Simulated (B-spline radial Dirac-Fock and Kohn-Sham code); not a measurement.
Cs⁵⁺: eigenvalues, ΔSCF and the reference

System: the Cs⁵⁺ ion, 1s2 2s2 2p6 3s2 3p6 3d10 4s2 4p6 4d10 5s2 5p2.

The density-functional columns are spherical, spin-unpolarised Dirac-Kohn-Sham results without Breit or QED terms: −ε is minus the orbital energy of the initial state and ΔSCF the difference of two total energies. The reference in the last column comes from Dirac-Fock energy differences between relaxed states, corrected for Breit and QED terms. All numbers are from a radial B-spline solver, in eV; a selection of levels is shown. The Kohn-Sham columns are given as differences from the reference. For the 1s level of heavy atoms much of the gap between ΔSCF and the reference is the Breit and QED part, -131.1 eV here; for other levels the error of the functional can be larger.

```tsv
level	PBE −ε − DF	PBE ΔSCF − DF	LDA −ε − DF	LDA ΔSCF − DF	Dirac-Fock
K	-223.5	+159.2	-261.8	+119.7	36051.8
L1	-121.9	-50.7	-126.7	-55.2	5789.8
L2	-93.1	-4.6	-94.9	-6.3	5428.9
L3	-97.6	-15.3	-98.9	-16.5	5081.1
M1	-63.3	-37.3	-64.7	-38.6	1288.1
M2	-51.4	-24.4	-51.8	-24.8	1137.5
M3	-50.8	-24.9	-51.1	-25.1	1069.4
M4	-33.0	-4.0	-32.6	-3.7	807.7
M5	-33.3	-4.8	-33.0	-4.4	793.8
N1	-29.2	-16.1	-29.6	-16.5	307.1
N2	-22.8	-10.0	-22.9	-10.2	250.8
N3	-22.7	-10.3	-22.9	-10.5	236.9
N4	-11.0	+0.7	-10.8	+0.8	143.9
N5	-11.0	+0.5	-10.9	+0.6	141.7
O1	-5.1	+1.7	-4.6	+2.2	83.53
O2,3	-5.2	+0.9	-4.8	+1.3	68.01
```

Values without a named source are computed, but for edge energies of neutral atoms, which are taken from tables.
